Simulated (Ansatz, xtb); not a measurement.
## Relative energy of two isomers of C3H3BO

Structure a is `C#CCB=O`, a singlet and structure b is `CB=C=C=O`, a singlet. Both are isolated molecules in the gas phase, relaxed with PBE0-D3(BJ)/def2-SVP; the shapes shown needn't be the lowest conformers.

a (Å):

```xyz
8

C    -1.0381    0.1595   -2.4583
C    -0.8107    0.6547   -1.3787
C    -0.5239    1.2356   -0.0747
B     0.4928    0.3964    0.7333
O     1.2818   -0.2357    1.3856
H    -1.2418   -0.2786   -3.4180
H    -1.4464    1.3269    0.5252
H    -0.1174    2.2567   -0.1813
```

b (Å):

```tsv
atom	x (Å)	y (Å)	z (Å)
C	0.4667	2.7040	0.4956
C	-0.5104	0.1961	1.5395
C	-0.9469	-0.9243	2.0056
B	-0.0497	1.3785	1.0474
O	-1.3408	-1.9351	2.4261
H	1.5604	2.6749	0.3675
H	0.0129	2.9234	-0.4839
H	0.2240	3.5334	1.1788
```

Quicker runs give these differences E(b) − E(a): GFN2-xTB +24.3 kcal/mol; HF/STO-3G +41.1 kcal/mol (at GFN2-xTB geometries); r2SCAN-D4/def2-SVP +4.8 kcal/mol (at GFN2-xTB geometries).

Question: Estimate E(b) − E(a) at the level CCSD(T)/def2-SVP + ΔMP2/def2-TZVPP.

Answer: Calculated at CCSD(T)/def2-SVP + ΔMP2/def2-TZVPP: E(b) − E(a) = +17.9 kcal/mol, so structure a lies lower.

The same difference at several levels:

```
                             level              geometry  E(b) − E(a) (kcal/mol)  departure from the last row (kcal/mol)  job, with rough time for the two
                          GFN2-xTB              GFN2-xTB                     +24.3                                    +6.5              optimisation, 0.17 s
                         HF/STO-3G              GFN2-xTB                     +41.1                                   +23.2               single point, 0.3 s
                r2SCAN-D4/def2-SVP              GFN2-xTB                      +4.8                                   −13.1               single point, 3.9 s
              PBE0-D3(BJ)/def2-SVP  PBE0-D3(BJ)/def2-SVP                      +9.3                                    −8.6                optimisation, 28 s
                       HF/def2-SVP  PBE0-D3(BJ)/def2-SVP                     +19.7                                    +1.9           part of the CCSD(T) run
                      MP2/def2-SVP  PBE0-D3(BJ)/def2-SVP                     +19.9                                    +2.0           part of the CCSD(T) run
                  CCSD(T)/def2-SVP  PBE0-D3(BJ)/def2-SVP                     +20.7                                    +2.9                      single point
CCSD(T)/def2-SVP + ΔMP2/def2-TZVPP  PBE0-D3(BJ)/def2-SVP                     +17.9                                                        single point, 24 s
```

As drawn, b has 1 C=B, 1 C=C, 1 C=O in place of 1 C≡C, 1 C–C, 1 B=O.

None of the levels shown reverses the order. The largest departure from CCSD(T)/def2-SVP + ΔMP2/def2-TZVPP is that of HF/STO-3G, 23.2 kcal/mol. The last row adds to CCSD(T) the change of the MP2 difference between the two basis sets, here −2.9 kcal/mol.

With harmonic frequencies from PBE0-D3(BJ)/def2-SVP (ideal gas, rigid rotor, one conformer each, 298.15 K, 1 atm): on the last row, ΔE + ΔZPE = +17.8, ΔH = +18.0, ΔG = +18.6 kcal/mol.

The T1 diagnostic of structure b is large, so the coupled-cluster value is less sure. The correlated steps freeze 5 core orbitals. Run with Ansatz 0.2.0, xtb 6.7.1; the last row on 1 thread of Arm Neoverse V1 on a shared host.
